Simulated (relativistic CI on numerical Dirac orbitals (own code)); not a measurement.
**Cs7+: sensitivity of the levels to the model**

Base calculation: Dirac-Coulomb-Breit CI, KLI orbitals optimised for each configuration, QED by a radiative potential, unscaled Slater integrals.

Configurations in the expansion (outside the closed core [Kr]): 4d10.5s2, 4d10.5s.5p, 4d10.5p2, 4d10.5s.5d, 4d10.4f2, 4d10.5s.4f, 4d10.5d2, 4d10.4f.5p, 4d10.5s.5f, 4d10.5p.5d, 4d10.5s.5g, 4d10.5s.6s, 4d9.5s2.4f, 4d10.4f.5d, 4d10.5f2, 4d10.5s.6p, 4d10.5p.5f, 4d10.5g2, 4d10.5s.6d, 4d10.5p.5g, 4d10.4f.5f, 4d10.5s.7s, 4d9.5s2.5p, 4d10.5s.7p, 4d10.5d.5f, 4d10.5s.6f, 4d10.4f.5g, 4d10.5s.7d, 4d10.5s.8s, 4d10.5d.5g. Double excitations out of closed p, d and f shells are left out; levels of such configurations are missing from the list, as are those of other unlisted configurations, and high levels can miss mixing partners. These lack a partner that the ground configuration has and come out too high: 4d9.5s2.4f, 4d9.5s2.5p.

Variants: (1) QED terms removed; (2) one mean potential for all configurations. Shifts of the energy above 4d10.5s2 1S_0, in cm⁻¹, for the lowest level and the first level of each name with at least 55 % of one term (blank where a level changes its place among those of its configuration and J or its character, or is not in the variant):

```
           Level    Base  Δ(1)   Δ(2)  Measured
   4d10.5s2 1S_0       0     0      0         0
4d10.5s.5p 3P°_0  100438  +414    +54    106574
4d10.5s.5p 3P°_1  105616  +408    +63    111628
4d10.5s.5p 3P°_2  121480  +379    +53    128031
4d10.5s.5p 1P°_1  156771  +390   +248    159326
   4d10.5p2 3P_0  245596  +855   +222    247101
   4d10.5p2 1D_2  257538  +785   +238    262959
   4d10.5p2 3P_1  258369  +830   +241    261163
4d10.5s.4f 3F°_2  259666  +450  +2545    259358
4d10.5s.4f 3F°_3  259932  +447  +2521    259698
4d10.5s.4f 3F°_4  260321  +443  +2482    260218
4d10.5s.4f 1F°_3  267917  +449  +2483    266917
   4d10.5p2 3P_2  277281  +771   +279    282348
   4d10.5p2 1S_0  309196  +788   +509    308058
 4d10.5s.5d 3D_1  319222  +421   +266    323610
 4d10.5s.5d 3D_2  320322  +420   +279    324748
 4d10.5s.5d 3D_3  322259  +414   +289    326841
 4d10.5s.5d 1D_2  344318  +524   +705    343708
 4d10.4f.5p 3G_3  377046  +893  +2186    378551
 4d10.4f.5p 3F_2  382428  +877  +2143    384057
 4d10.4f.5p 3G_5  399775  +853  +1929    401815
 4d10.4f.5p 3D_3  403275  +853  +2000    404587
```

At this charge configurations can still be misplaced by up to about 7 % of their energy. Levels and lines within the n = 5 or 6 shells can be off by up to 10 % or somewhat more, and those that change n by about 2 %, since core polarisation is missing. 44 of the 51 excited levels that our extract of the measured tables holds in this range could be paired (the sources list more); they are missed by 3972 cm⁻¹ on average and 11374 at most, and levels without a partner can miss by more. Levels that differ in their count of f electrons can be misplaced by several ten thousand cm⁻¹, since the correlation energy of f electrons is missing or only estimated; rates across such gaps can be off by orders of magnitude.

Measured levels: Sansonetti, J. Phys. Chem. Ref. Data 38, 761 (2009).

Ionisation energy from the two ground configurations alone: base 108.33 eV; QED terms removed 108.38 eV. The NIST ASD value (semi-empirical) is 110.1 eV.

LS names give the leading component of a level, which can be under half, so a name can repeat, a term be missing and a line seem to break the LS rules.
